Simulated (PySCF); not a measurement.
**Excitation energy of Cl+ by level of theory**

Cl+ [Ne] 3s2 3p4 (3P) → Cl+ [Ne] 3s2 3p3 3d1 (5D), as a difference of total energies. Computed with PySCF 2.14 in aug-cc-pVQZ-DK (7s6p4d3f2g, 84 functions), with the spin-free X2C one-electron Hamiltonian (Gaussian nucleus). Correlated levels: valence: [Ne] frozen. The calculations carry no spin-orbit coupling.

```json
{"method": "UHF", "excitation energy (cm⁻¹)": "106440"}
{"method": "LDA", "excitation energy (cm⁻¹)": "111500"}
{"method": "PBE", "excitation energy (cm⁻¹)": "110050"}
{"method": "PBE0", "excitation energy (cm⁻¹)": "110740"}
{"method": "r2SCAN", "excitation energy (cm⁻¹)": "111090"}
{"method": "r2SCAN0", "excitation energy (cm⁻¹)": "111200"}
{"method": "BP86", "excitation energy (cm⁻¹)": "111310"}
{"method": "CAM-B3LYP", "excitation energy (cm⁻¹)": "113100"}
{"method": "TPSS", "excitation energy (cm⁻¹)": "111070"}
{"method": "MP2 (valence)", "excitation energy (cm⁻¹)": "111380"}
{"method": "SCS-MP2 (valence)", "excitation energy (cm⁻¹)": "113230"}
```

Errors of the correlated levels include the incompleteness of this basis and the frozen core.

The promoted electron is Rydberg-like, and one or two diffuse shells describe it only roughly, which tends to raise the upper state.

**Question.** Which method comes closest to the reference value, and which is furthest?

**Answer.** The reference is 109960 cm⁻¹ (measured; NIST levels, between the centres of gravity of the two terms). Closest: PBE (error 91.811 cm⁻¹); furthest: UHF (error -3513.2 cm⁻¹).
